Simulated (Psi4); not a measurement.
Intermolecular potential of CH4 ··· CH5N (SMILES C and CN), singlet. Monomers: optimised at B3LYP-D3(BJ) (def2-TZVP), held rigid. Orientation: lowest of the rigid-body minima from ten starts at GFN2-xTB. R is the distance of the centres of mass, along which the second monomer moves.

Method: SAPT0/jun-cc-pVDZ, frozen core run with Psi4.

Components in kJ/mol:

| R / Å | electrostatics | exchange | induction | dispersion | total |
|---|---|---|---|---|---|
| 3.10 | -62.24 | 142.69 | -25.32 | -21.09 | 34.05 |
| 3.29 | -36.84 | 80.91 | -14.66 | -14.00 | 15.41 |
| 3.48 | -21.94 | 45.48 | -8.62 | -9.49 | 5.42 |
| 3.70 | -12.24 | 23.13 | -4.76 | -6.20 | -0.07 |
| 3.90 | -7.35 | 12.45 | -2.84 | -4.30 | -2.04 |
| 4.12 | -4.33 | 6.28 | -1.65 | -2.93 | -2.62 |
| 4.38 | -2.43 | 2.79 | -0.91 | -1.91 | -2.46 |
| 4.71 | -1.29 | 0.99 | -0.46 | -1.15 | -1.91 |
| 5.19 | -0.62 | 0.21 | -0.19 | -0.59 | -1.18 |
| 5.91 | -0.27 | 0.02 | -0.07 | -0.24 | -0.56 |
| 6.87 | -0.11 | 0.00 | -0.02 | -0.09 | -0.22 |
| 8.19 | -0.04 | 0.00 | -0.01 | -0.03 | -0.07 |
